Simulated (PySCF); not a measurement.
# Excitation energy of Ga by level of theory

Ga [Ar] 3d10 4s2 4p1 (2P) → Ga [Ar] 3d10 4s1 4p1 5s1 (4P), as a difference of total energies. Calculation: PySCF 2.14, in aug-cc-pVTZ-DK (7s6p4d2f, 59 functions); the spin-free X2C one-electron Hamiltonian (Gaussian nucleus). Correlated levels: valence: [Ar] 3d10 frozen. The calculations carry no spin-orbit coupling.

```json
{"method": "UHF", "excitation energy (eV)": "7.267"}
{"method": "LDA", "excitation energy (eV)": "9.285"}
{"method": "PBE", "excitation energy (eV)": "8.991"}
{"method": "PBE0", "excitation energy (eV)": "8.738"}
{"method": "r2SCAN", "excitation energy (eV)": "8.843"}
{"method": "CAM-B3LYP", "excitation energy (eV)": "9.178"}
{"method": "B3LYP", "excitation energy (eV)": "9.155"}
{"method": "TPSS", "excitation energy (eV)": "8.849"}
{"method": "revPBE", "excitation energy (eV)": "8.857"}
{"method": "MP2 (valence)", "excitation energy (eV)": "8.028"}
{"method": "SCS-MP2 (valence)", "excitation energy (eV)": "8.253"}
```

Problem. How much does correlation contribute at MP2 (valence)?

Solution. 8.028 − (7.267) = 0.761 eV, measured against UHF.

A first-order spin-orbit estimate (lowest level to lowest level, LS coupling) adds -0.018 eV.

The upper state lies above the first ionisation limit, but in LS coupling its spin forbids autoionisation to the ground ion. A Rydberg-like electron needs more diffuse functions than a valence basis has.

The promoted electron is Rydberg-like, and one or two diffuse shells describe it only roughly, which tends to raise the upper state.
